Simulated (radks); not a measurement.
Q: The table gives one normalised radial function P(r) = r R(r) of Gd19+ in [Kr] 4d9 (r in bohr). Calculated with a radial shooting solver on a logarithmic mesh with Libxc functionals: scalar-relativistic Kohn-Sham, LDA (Slater exchange, VWN5 correlation), spin-polarised, spherical densities, finite nucleus; open shells are filled with parallel spins first (spin-orbit coupling, left out, can overturn this in heavy ions); Fermi nuclear charge, rms radius 5.1569 fm.

| r | P |
|---|---|
| 0.001005 | 0.1113 |
| 0.001287 | 0.1359 |
| 0.00165 | 0.1649 |
| 0.002097 | 0.1974 |
| 0.002688 | 0.2354 |
| 0.003444 | 0.2770 |
| 0.004413 | 0.3204 |
| 0.005656 | 0.3619 |
| 0.007247 | 0.3956 |
| 0.009287 | 0.4127 |
| 0.01181 | 0.4020 |
| 0.01513 | 0.3487 |
| 0.01939 | 0.2384 |
| 0.02484 | 0.0630 |
| 0.03184 | -0.1691 |
| 0.0408 | -0.4204 |
| 0.05228 | -0.6148 |
| 0.06646 | -0.6480 |
| 0.08517 | -0.4285 |
| 0.1091 | 0.0547 |
| 0.1399 | 0.6341 |
| 0.1792 | 0.9700 |
| 0.2297 | 0.7293 |
| 0.2943 | -0.1108 |
| 0.3741 | -1.0790 |
| 0.4794 | -1.6227 |
| 0.6144 | -1.4341 |
| 0.7873 | -0.8292 |
| 1.009 | -0.3073 |
| 1.293 | -0.0675 |
| 1.657 | -0.0078 |

Which n and l does it have? It may be an empty orbital.

A: n = 4, l = 0: the number of nodes gives n - l - 1 = 3, the rise at small r (about r^(l+1), flatter next to the nucleus through relativity) gives l, and the extent must fit the shell. The curve is that of 4s down; the table hardly tells the two spins apart. 4s down: eigenvalue -818.40 eV, 3 radial nodes at r = 0.0267, 0.107, 0.286 bohr, <r> = 0.532 bohr, 90 % of the charge inside 0.758 bohr.
